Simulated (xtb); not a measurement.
xtb input file for 1-bromo-1-fluorocyclopropane (C₃H₄BrF), SMILES FC1(Br)CC1, GFN2-xTB. 

```
$ xtb mol.xyz --gfn 2 --sp --chrg 0 --uhf 0 --json
$ cat mol.xyz
9

F     -1.54006087    -1.00004696     0.00000000
C     -0.21315057    -0.74364582    -0.00000000
Br     0.09396907     1.16246920    -0.00000000
C      0.69224952    -1.65131434     0.75500571
C      0.69224951    -1.65131435    -0.75500571
H      1.53381744    -1.21741873     1.27251202
H      0.23795249    -2.48675740     1.26652306
H      1.53381743    -1.21741874    -1.27251202
H      0.23795248    -2.48675740    -1.26652306
```

It prints:

```
[banner left out]
          |                Calculation Setup                |
           -------------------------------------------------



           -------------------------------------------------
          |                 G F N 2 - x T B                 |
           -------------------------------------------------

        Reference                      10.1021/acs.jctc.8b01176
      * Hamiltonian:
        H0-scaling (s, p, d)           1.850000    2.230000    2.230000
        zeta-weighting                 0.500000
      * Dispersion:
        s8                             2.700000
        a1                             0.520000
        a2                             5.000000
        s9                             5.000000
      * Repulsion:
        kExp                           1.500000    1.000000
        rExp                           1.000000
      * Coulomb:
        alpha                          2.000000
        third order                    shell-resolved
        anisotropic                    true
        a3                             3.000000
        a5                             4.000000
        cn-shift                       1.200000
        cn-exp                         4.000000
        max-rad                        5.000000


          ...................................................
          :                      SETUP                      :
          :.................................................:
          :  # basis functions                  30          :
          :  # atomic orbitals                  29          :
          :  # shells                           15          :
          :  # electrons                        30          :
          :  max. iterations                   250          :
          :  Hamiltonian                  GFN2-xTB          :
          :  restarted?                      false          :
          :  GBSA solvation                  false          :
          :  PC potential                    false          :
          :  electronic temp.          300.0000000     K    :
          :  accuracy                    1.0000000          :
          :  -> integral cutoff          0.2500000E+02      :
          :  -> integral neglect         0.1000000E-07      :
          :  -> SCF convergence          0.1000000E-05 Eh   :
          :  -> wf. convergence          0.1000000E-03 e    :
          :  Broyden damping             0.4000000          :
          :  net charge                          0          :
          :  unpaired electrons                  0          :
          ...................................................

 iter      E             dE          RMSdq      gap      omega  full diag
   1    -17.3382968 -0.173383E+02  0.513E+00    5.46       0.0  T
   2    -17.3739646 -0.356678E-01  0.429E+00    5.04       1.0  T
   3    -17.3812180 -0.725346E-02  0.166E+00    5.16       1.0  T
   4    -17.3830719 -0.185384E-02  0.556E-01    5.00       1.0  T
   5    -17.3831846 -0.112734E-03  0.361E-01    5.00       1.0  T
   6    -17.3833250 -0.140353E-03  0.191E-01    4.98       1.0  T
   7    -17.3833833 -0.583547E-04  0.486E-02    4.96       1.0  T
   8    -17.3833850 -0.168187E-05  0.163E-02    4.96       2.0  T
   9    -17.3833851 -0.119942E-06  0.655E-03    4.96       5.1  T
  10    -17.3833852 -0.525535E-07  0.242E-03    4.96      13.8  T
  11    -17.3833852 -0.595437E-08  0.958E-04    4.96      34.8  T
  12    -17.3833852 -0.759240E-09  0.312E-04    4.96     107.0  T

   *** convergence criteria satisfied after 12 iterations ***

         #    Occupation            Energy/Eh            Energy/eV
      -------------------------------------------------------------
         1        2.0000           -0.8517784             -23.1781
       ...           ...                  ...                  ...
         9        2.0000           -0.5280968             -14.3702
        10        2.0000           -0.5058794             -13.7657
        11        2.0000           -0.4913241             -13.3696
        12        2.0000           -0.4699909             -12.7891
        13        2.0000           -0.4671224             -12.7110
        14        2.0000           -0.4286768             -11.6649
        15        2.0000           -0.4175693             -11.3626 (HOMO)
        16                         -0.2353952              -6.4054 (LUMO)
        17                         -0.1086590              -2.9568
        18                         -0.0083053              -0.2260
        19                          0.0247514               0.6735
        20                          0.0302892               0.8242
       ...                                ...                  ...
        29                          0.4055947              11.0368
      -------------------------------------------------------------
                  HL-Gap            0.1821741 Eh            4.9572 eV
             Fermi-level           -0.3264823 Eh           -8.8840 eV

 SCC (total)                   0 d,  0 h,  0 min,  0.006 sec
 SCC setup                      ...        0 min,  0.000 sec (  1.696%)
 Dispersion                     ...        0 min,  0.000 sec (  0.706%)
 classical contributions        ...        0 min,  0.000 sec (  0.294%)
 integral evaluation            ...        0 min,  0.001 sec ( 15.540%)
 iterations                     ...        0 min,  0.003 sec ( 50.451%)
 molecular gradient             ...        0 min,  0.002 sec ( 29.089%)
 printout                       ...        0 min,  0.000 sec (  2.043%)

         :::::::::::::::::::::::::::::::::::::::::::::::::::::
         ::                     SUMMARY                     ::
         :::::::::::::::::::::::::::::::::::::::::::::::::::::
         :: total energy             -17.244696554778 Eh    ::
         :: gradient norm              0.000176161395 Eh/a0 ::
         :: HOMO-LUMO gap              4.957208272430 eV    ::
         ::.................................................::
         :: SCC energy               -17.383383075072 Eh    ::
         :: -> isotropic ES            0.018100237355 Eh    ::
         :: -> anisotropic ES          0.000945673940 Eh    ::
         :: -> anisotropic XC         -0.000938118853 Eh    ::
         :: -> dispersion             -0.004939181259 Eh    ::
         :: repulsion energy           0.138686520293 Eh    ::
         :: add. restraining           0.000000000000 Eh    ::
         :: total charge               0.000000000000 e     ::
         :::::::::::::::::::::::::::::::::::::::::::::::::::::

           -------------------------------------------------
          |                Property Printout                |
           -------------------------------------------------

    * Orbital Energies and Occupations

         #    Occupation            Energy/Eh            Energy/eV
      -------------------------------------------------------------
         1        2.0000           -0.8517784             -23.1781
       ...           ...                  ...                  ...
         3        2.0000           -0.6994733             -19.0336
         4        2.0000           -0.6176905             -16.8082
         5        2.0000           -0.6128663             -16.6769
         6        2.0000           -0.5784935             -15.7416
         7        2.0000           -0.5643508             -15.3568
         8        2.0000           -0.5505102             -14.9801
         9        2.0000           -0.5280968             -14.3702
        10        2.0000           -0.5058794             -13.7657
        11        2.0000           -0.4913241             -13.3696
        12        2.0000           -0.4699909             -12.7891
        13        2.0000           -0.4671224             -12.7110
        14        2.0000           -0.4286768             -11.6649
        15        2.0000           -0.4175693             -11.3626 (HOMO)
        16                         -0.2353952              -6.4054 (LUMO)
        17                         -0.1086590              -2.9568
        18                         -0.0083053              -0.2260
        19                          0.0247514               0.6735
        20                          0.0302892               0.8242
        21                          0.0339924               0.9250
        22                          0.0388425               1.0570
        23                          0.1178128               3.2059
        24                          0.1364863               3.7140
        25                          0.2122481               5.7756
        26                          0.2515706               6.8456
       ...                                ...                  ...
        29                          0.4055947              11.0368
      -------------------------------------------------------------
                  HL-Gap            0.1821741 Eh            4.9572 eV
             Fermi-level           -0.3264823 Eh           -8.8840 eV

     #   Z          covCN         q      C6AA      α(0)
     1   9 F        0.839    -0.219    11.433     3.995
     2   6 C        3.655     0.247    17.045     5.927
     3  35 Br       1.023    -0.149   189.156    22.175
     4   6 C        3.831    -0.077    21.952     6.666
     5   6 C        3.831    -0.077    21.952     6.666
     6   1 H        0.926     0.069     2.097     2.264
     7   1 H        0.926     0.069     2.095     2.263
     8   1 H        0.926     0.069     2.097     2.264
     9   1 H        0.926     0.069     2.095     2.263

 Mol. C6AA /au·bohr⁶  :       1315.536801
 Mol. C8AA /au·bohr⁸  :      46357.560089
 Mol. α(0) /au        :         54.485215


Wiberg/Mayer (AO) data.
largest (>0.10) Wiberg bond orders for each atom

 ---------------------------------------------------------------------------
     #   Z sym  total        # sym  WBO       # sym  WBO       # sym  WBO
 ---------------------------------------------------------------------------
     1   9 F    1.073 --     2 C    0.955
     2   6 C    3.840 --     4 C    0.968     5 C    0.968     1 F    0.955
                             3 Br   0.940
     3  35 Br   1.060 --     2 C    0.940
     4   6 C    3.938 --     6 H    0.976     7 H    0.973     2 C    0.968
                             5 C    0.963
     5   6 C    3.938 --     8 H    0.976     9 H    0.973     2 C    0.968
                             4 C    0.963
     6   1 H    0.995 --     4 C    0.976
     7   1 H    0.995 --     4 C    0.973
     8   1 H    0.995 --     5 C    0.976
     9   1 H    0.995 --     5 C    0.973
 ---------------------------------------------------------------------------

Topologies differ in total number of bonds
Writing topology from bond orders to xtbtopo.mol

molecular dipole:
                 x           y           z       tot (Debye)
 q only:        0.772      -0.746       0.000
   full:        0.613      -1.236       0.000       3.508
molecular quadrupole (traceless):
                xx          xy          yy          xz          yz          zz
 q only:       -2.169      -2.558       1.074       0.000       0.000       1.094
  q+dip:       -1.816      -2.685      -1.116       0.000       0.000       2.933
   full:       -2.093      -2.683      -0.234       0.000       0.000       2.327


           -------------------------------------------------
          | TOTAL ENERGY              -17.244696554778 Eh   |
          | GRADIENT NORM               0.000176161395 Eh/α |
          | HOMO-LUMO GAP               4.957208272430 eV   |
           -------------------------------------------------

------------------------------------------------------------------------
------------------------------------------------------------------------
Note: The following floating-point exceptions are signalling: IEEE_DENORMAL
normal termination of xtb
 total:
 SCF:
```

The calculation finished and met its thresholds.

Cost: roughly 0.04 core-seconds.
